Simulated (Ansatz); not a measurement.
Harmonic vibrations of Cl2F2H2Si2, SMILES `F[SiH](F)[SiH](Cl)Cl` by finite differences.

```yaml
crystal:
  periodic: [false, false, false]
  atoms:
    - {symbol: F, position_ang: [0.845940, -1.768729, 1.222401]}
    - {symbol: Si, position_ang: [1.061533, -0.538756, 0.239218]}
    - {symbol: F, position_ang: [1.725401, -1.102570, -1.090200]}
    - {symbol: Si, position_ang: [-1.024031, 0.400968, -0.283209]}
    - {symbol: Cl, position_ang: [-0.687299, 1.964740, -1.561170]}
    - {symbol: Cl, position_ang: [-1.837400, 1.093615, 1.463398]}
    - {symbol: H, position_ang: [2.005990, 0.407491, 0.870959]}
    - {symbol: H, position_ang: [-1.998033, -0.513961, -0.917096]}
basis:
  gaussian: {orbitals: def2-TZVP}
hamiltonian: {xc: pbe0, dispersion: d4}
phonons: {temperatures: {t_min: 298.15, t_max: 900, t_step: 200}}
```

```sh
$ ansatz run in.yaml --threads 4 --pin off --events-out ev --progress --plain
```

Output, abridged:

```
Functional definition: PBE0
mean field -46256.99425217 eV, -1699.9131846506 hartree, gradient 4.2e-5 eV, S^2 0.000000; 0 other end points of the search recorded, 0 dependent functions left out
mean field -46256.99425943 eV, -1699.9131849172 hartree, gradient 1.1e-6 eV, S^2 0.000000; 0 other end points of the search recorded, 0 dependent functions left out
mean field -46256.99422720 eV, -1699.9131837327 hartree, gradient 1.5e-6 eV, S^2 0.000000; 0 other end points of the search recorded, 0 dependent functions left out
mean field -46256.99416349 eV, -1699.9131813916 hartree, gradient 1.8e-6 eV, S^2 0.000000; 0 other end points of the search recorded, 0 dependent functions left out
mean field -46256.99420397 eV, -1699.9131828790 hartree, gradient 1.7e-6 eV, S^2 0.000000; 0 other end points of the search recorded, 0 dependent functions left out
mean field -46256.99421713 eV, -1699.9131833628 hartree, gradient 2.0e-6 eV, S^2 0.000000; 0 other end points of the search recorded, 0 dependent functions left out
mean field -46256.99419376 eV, -1699.9131825040 hartree, gradient 1.5e-6 eV, S^2 0.000000; 0 other end points of the search recorded, 0 dependent functions left out
mean field -46256.99415249 eV, -1699.9131809872 hartree, gradient 2.9e-6 eV, S^2 0.000000; 0 other end points of the search recorded, 0 dependent functions left out
mean field -46256.99415609 eV, -1699.9131811197 hartree, gradient 2.3e-6 eV, S^2 0.000000; 0 other end points of the search recorded, 0 dependent functions left out
mean field -46256.99414593 eV, -1699.9131807462 hartree, gradient 1.1e-6 eV, S^2 0.000000; 0 other end points of the search recorded, 0 dependent functions left out
mean field -46256.99410915 eV, -1699.9131793944 hartree, gradient 7.6e-7 eV, S^2 0.000000; 0 other end points of the search recorded, 0 dependent functions left out
mean field -46256.99411872 eV, -1699.9131797464 hartree, gradient 8.1e-7 eV, S^2 0.000000; 0 other end points of the search recorded, 0 dependent functions left out
mean field -46256.99410922 eV, -1699.9131793971 hartree, gradient 1.0e-6 eV, S^2 0.000000; 0 other end points of the search recorded, 0 dependent functions left out
mean field -46256.99425059 eV, -1699.9131845922 hartree, gradient 1.9e-6 eV, S^2 0.000000; 0 other end points of the search recorded, 0 dependent functions left out
mean field -46256.99420431 eV, -1699.9131828917 hartree, gradient 1.4e-6 eV, S^2 0.000000; 0 other end points of the search recorded, 0 dependent functions left out
mean field -46256.99421675 eV, -1699.9131833487 hartree, gradient 1.3e-6 eV, S^2 0.000000; 0 other end points of the search recorded, 0 dependent functions left out
mean field -46256.99424634 eV, -1699.9131844361 hartree, gradient 1.8e-6 eV, S^2 0.000000; 0 other end points of the search recorded, 0 dependent functions left out
mean field -46256.99416642 eV, -1699.9131814993 hartree, gradient 2.1e-6 eV, S^2 0.000000; 0 other end points of the search recorded, 0 dependent functions left out
mean field -46256.99418057 eV, -1699.9131820193 hartree, gradient 2.0e-6 eV, S^2 0.000000; 0 other end points of the search recorded, 0 dependent functions left out
mean field -46256.99419477 eV, -1699.9131825409 hartree, gradient 1.8e-6 eV, S^2 0.000000; 0 other end points of the search recorded, 0 dependent functions left out
mean field -46256.99415121 eV, -1699.9131809402 hartree, gradient 2.0e-6 eV, S^2 0.000000; 0 other end points of the search recorded, 0 dependent functions left out
mean field -46256.99414827 eV, -1699.9131808322 hartree, gradient 2.1e-6 eV, S^2 0.000000; 0 other end points of the search recorded, 0 dependent functions left out
mean field -46256.99419917 eV, -1699.9131827026 hartree, gradient 2.0e-6 eV, S^2 0.000000; 0 other end points of the search recorded, 0 dependent functions left out
mean field -46256.99417376 eV, -1699.9131817689 hartree, gradient 2.3e-6 eV, S^2 0.000000; 0 other end points of the search recorded, 0 dependent functions left out
mean field -46256.99417180 eV, -1699.9131816968 hartree, gradient 2.4e-6 eV, S^2 0.000000; 0 other end points of the search recorded, 0 dependent functions left out
mean field -46256.99423448 eV, -1699.9131840004 hartree, gradient 2.0e-6 eV, S^2 0.000000; 0 other end points of the search recorded, 0 dependent functions left out
mean field -46256.99425974 eV, -1699.9131849286 hartree, gradient 1.7e-6 eV, S^2 0.000000; 0 other end points of the search recorded, 0 dependent functions left out
mean field -46256.99425735 eV, -1699.9131848407 hartree, gradient 2.8e-6 eV, S^2 0.000000; 0 other end points of the search recorded, 0 dependent functions left out
mean field -46256.99417545 eV, -1699.9131818310 hartree, gradient 2.6e-6 eV, S^2 0.000000; 0 other end points of the search recorded, 0 dependent functions left out
mean field -46256.99418358 eV, -1699.9131821299 hartree, gradient 2.3e-6 eV, S^2 0.000000; 0 other end points of the search recorded, 0 dependent functions left out
mean field -46256.99427044 eV, -1699.9131853217 hartree, gradient 2.5e-6 eV, S^2 0.000000; 0 other end points of the search recorded, 0 dependent functions left out
mean field -46256.99419594 eV, -1699.9131825839 hartree, gradient 2.1e-6 eV, S^2 0.000000; 0 other end points of the search recorded, 0 dependent functions left out
mean field -46256.99428367 eV, -1699.9131858081 hartree, gradient 2.2e-6 eV, S^2 0.000000; 0 other end points of the search recorded, 0 dependent functions left out
mean field -46256.99425895 eV, -1699.9131848996 hartree, gradient 2.2e-6 eV, S^2 0.000000; 0 other end points of the search recorded, 0 dependent functions left out
mean field -46256.99422450 eV, -1699.9131836337 hartree, gradient 2.2e-6 eV, S^2 0.000000; 0 other end points of the search recorded, 0 dependent functions left out
mean field -46256.99424772 eV, -1699.9131844870 hartree, gradient 1.3e-6 eV, S^2 0.000000; 0 other end points of the search recorded, 0 dependent functions left out
mean field -46256.99417026 eV, -1699.9131816401 hartree, gradient 2.8e-6 eV, S^2 0.000000; 0 other end points of the search recorded, 0 dependent functions left out
mean field -46256.99422122 eV, -1699.9131835130 hartree, gradient 7.1e-7 eV, S^2 0.000000; 0 other end points of the search recorded, 0 dependent functions left out
mean field -46256.99422825 eV, -1699.9131837715 hartree, gradient 2.6e-6 eV, S^2 0.000000; 0 other end points of the search recorded, 0 dependent functions left out
mean field -46256.99420119 eV, -1699.9131827771 hartree, gradient 8.6e-7 eV, S^2 0.000000; 0 other end points of the search recorded, 0 dependent functions left out
mean field -46256.99424816 eV, -1699.9131845030 hartree, gradient 2.5e-6 eV, S^2 0.000000; 0 other end points of the search recorded, 0 dependent functions left out
mean field -46256.99422771 eV, -1699.9131837516 hartree, gradient 2.8e-6 eV, S^2 0.000000; 0 other end points of the search recorded, 0 dependent functions left out
mean field -46256.99424396 eV, -1699.9131843486 hartree, gradient 2.4e-6 eV, S^2 0.000000; 0 other end points of the search recorded, 0 dependent functions left out
mean field -46256.99422455 eV, -1699.9131836354 hartree, gradient 1.9e-6 eV, S^2 0.000000; 0 other end points of the search recorded, 0 dependent functions left out
mean field -46256.99422298 eV, -1699.9131835779 hartree, gradient 2.1e-6 eV, S^2 0.000000; 0 other end points of the search recorded, 0 dependent functions left out
mean field -46256.99423437 eV, -1699.9131839964 hartree, gradient 1.8e-6 eV, S^2 0.000000; 0 other end points of the search recorded, 0 dependent functions left out
mean field -46256.99421956 eV, -1699.9131834522 hartree, gradient 1.9e-6 eV, S^2 0.000000; 0 other end points of the search recorded, 0 dependent functions left out
mean field -46256.99423878 eV, -1699.9131841582 hartree, gradient 1.7e-6 eV, S^2 0.000000; 0 other end points of the search recorded, 0 dependent functions left out
mean field -46256.99423383 eV, -1699.9131839763 hartree, gradient 1.7e-6 eV, S^2 0.000000; 0 other end points of the search recorded, 0 dependent functions left out
Total energy: -46257.22881924 eV, -1699.9218048312 hartree
Atom 0 at     0.845940    -1.768729     1.222401 Å, force     0.000187     0.000296     0.000330 eV/Å
Atom 1 at     1.061533    -0.538756     0.239218 Å, force    -0.002177    -0.000241    -0.000895 eV/Å
Atom 2 at     1.725401    -1.102570    -1.090200 Å, force     0.000324     0.000352     0.000016 eV/Å
Atom 3 at    -1.024031     0.400968    -0.283209 Å, force    -0.000919    -0.002208    -0.000949 eV/Å
Atom 4 at    -0.687299     1.964740    -1.561170 Å, force     0.000494     0.000532    -0.001437 eV/Å
Atom 5 at    -1.837400     1.093615     1.463398 Å, force    -0.000627    -0.000303     0.001439 eV/Å
Atom 6 at     2.005990     0.407491     0.870959 Å, force     0.001500     0.000118     0.000607 eV/Å
Atom 7 at    -1.998033    -0.513961    -0.917096 Å, force     0.001218     0.001454     0.000889 eV/Å
Dipole moment:    -0.038307     0.060703     0.002919 e Å
Vibrations: 25.81 64.51 122.83 161.32 189.91 225.11 331.88 458.48 543.55 585.22 716.69 773.66 809.56 828.43 892.68 951.30 2256.38 2263.72 cm⁻¹, zero-point energy 0.756368 eV
```

Run time 2.5 min (4 threads of a server CPU on a shared host); peak host memory 0.73 GiB.
